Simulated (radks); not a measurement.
Te II, configuration [Kr] 4d10 5s2 5p3.

Calculated with a radial shooting solver on a logarithmic mesh with Libxc functionals: non-relativistic Kohn-Sham, r2SCAN, spin-polarised, spherical densities, point nucleus; open shells are filled with parallel spins first (spin-orbit coupling, left out, can overturn this in heavy ions); meta-GGA in the generalised Kohn-Sham scheme; relativity is left out, which matters for an element this heavy.

Energy parts (Ry):
part                        energy
total                 -13228.06927
kinetic                13223.22535
electron-nucleus      -31383.91463
Hartree                 5274.96301
exchange-correlation    -342.34300

Orbitals (lengths in bohr, moments of r in powers of bohr; r(90%) holds 90 % of the orbital's charge):
| orbital | occ. | eigenvalue (Ry) | <r^4> | <1/r> | <r> | r(90%) |
|---|---|---|---|---|---|---|
| 1s up | 1 | -2238.646 | 3.313e-06 | 51.46 | 0.02924 | 0.0520 |
| 1s down | 1 | -2238.636 | 3.313e-06 | 51.46 | 0.02924 | 0.0520 |
| 2s up | 1 | -336.7500 | 0.0005903 | 11.81 | 0.1260 | 0.194 |
| 2s down | 1 | -336.7493 | 0.0005902 | 11.81 | 0.1260 | 0.194 |
| 2p up | 3 | -315.7783 | 0.0003855 | 11.80 | 0.1074 | 0.174 |
| 2p down | 3 | -315.7719 | 0.0003855 | 11.80 | 0.1074 | 0.174 |
| 3s up | 1 | -67.80538 | 0.02488 | 4.303 | 0.3350 | 0.491 |
| 3s down | 1 | -67.80060 | 0.02487 | 4.302 | 0.3350 | 0.491 |
| 3p up | 3 | -59.01458 | 0.02402 | 4.219 | 0.3258 | 0.488 |
| 3p down | 3 | -59.00742 | 0.02402 | 4.219 | 0.3258 | 0.488 |
| 3d up | 5 | -42.75435 | 0.01988 | 4.076 | 0.2970 | 0.466 |
| 3d down | 5 | -42.74696 | 0.01987 | 4.076 | 0.2970 | 0.466 |
| 4s up | 1 | -12.13994 | 0.7521 | 1.730 | 0.7951 | 1.15 |
| 4s down | 1 | -12.12389 | 0.7516 | 1.728 | 0.7955 | 1.15 |
| 4p up | 3 | -9.08807 | 0.9651 | 1.625 | 0.8345 | 1.22 |
| 4p down | 3 | -9.07255 | 0.9580 | 1.624 | 0.8345 | 1.22 |
| 4d up | 5 | -3.94510 | 2.119 | 1.373 | 0.9661 | 1.48 |
| 4d down | 5 | -3.92003 | 2.006 | 1.379 | 0.9594 | 1.46 |
| 5s up | 1 | -1.74873 | 39.19 | 0.6024 | 2.129 | 3.09 |
| 5s down | 1 | -1.51970 | 38.78 | 0.6126 | 2.111 | 3.08 |
| 5p up | 3 | -1.10063 | 74.00 | 0.5135 | 2.473 | 3.63 |
| 5p down | 0 | -0.85944 | 72.40 | 0.5206 | 2.451 | 3.61 |

The highest occupied level is 5p up at -14.975 eV. Summed over all electrons, <r^2> = 50.13 bohr^2, which gives a Langevin (diamagnetic) susceptibility term of -39.7 x 10^-6 cm^3/mol. The electron density at the nucleus is 9.914e+04 e/bohr^3. Spin moment in Bohr magnetons: 3. For comparison, the ionisation energy in NIST's Atomic Spectra Database is 18.6 eV (measured). In exact Kohn-Sham theory the highest level is minus the ionisation energy, but local and semilocal functionals leave it too shallow, through self-interaction and a potential that decays too fast; potentials with the right tail come closer. The spin density at the nucleus is -0.926 e/bohr^3 (1s -0.256, 2s 0.085, 3s 0.137, 4s 0.513, 5s -1.406). Virial ratio -V/T = 2.00037. The density falls to 0.001 e/bohr^3 at r = 4.25 bohr.
